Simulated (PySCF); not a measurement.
**Worked example for 2-trifluoromethyl-2-propanol: deprotonation at atom O4**

Structure: `CC(C)(O)C(F)(F)F` (C4H7F3O). Optimised structure (Å), atoms numbered from 1:
```
C    -0.3262   -1.2928   -0.5761
C     0.0576   -0.0697    0.2503
C    -1.1629    0.7143    0.7019
O     0.7619   -0.4374    1.4115
C     0.9786    0.8416   -0.5826
F     0.4150    1.1972   -1.7440
F     1.3050    1.9588    0.0643
F     2.1265    0.2040   -0.8763
H    -0.9578   -1.9475    0.0404
H    -0.8848   -1.0122   -1.4798
H     0.5647   -1.8598   -0.8869
H    -1.8324    0.0435    1.2576
H    -0.8628    1.5353    1.3666
H    -1.7084    1.1276   -0.1576
H     1.5153   -0.9864    1.1653
```

Level of theory: ωB97X-D3(BJ)/ma-def2-TZVP single points in PySCF, grid level 2; every species was optimised with PBE0-D3(BJ)/ma-def2-SVP. The prefix ma- adds one diffuse s and one diffuse p function on all atoms but H. Thermal corrections: GFN2-xTB frequencies, unscaled, ideal gas at 298.15 K and 1 bar, quasi-RRHO entropy. These were taken at the GFN2-xTB minima.

Step: `CC(C)(O)C(F)(F)F` → `CC(C)([O-])C(F)(F)F` + H⁺.

| species | charge | multiplicity | E / Eh |
| --- | --- | --- | --- |
| `CC(C)(O)C(F)(F)F` | 0 | 1 | -531.757051 |
| `CC(C)([O-])C(F)(F)F` | -1 | 1 | -531.165130 |

Thermal terms, products less reactant: Δ(H − E) = -30.43 kJ/mol, Δ(G − E) = -62.37 kJ/mol (the bare proton has no electronic energy, H = 5/2 RT). 1 Eh = 2625.50 kJ/mol.

Question: What are ΔE, ΔH and ΔG of this step?

Answer: ΔE = 0.591921 Eh = 1554.09 kJ/mol; ΔH = 1523.7 kJ/mol; ΔG = 1491.7 kJ/mol, all in the gas phase at 298.15 K and 1 bar. The digits show the arithmetic; the method itself can be off by 10 kJ/mol or more.

Note: C1 is not listed: the run failed or kept an imaginary mode, or the ion rearranged or equalled another.
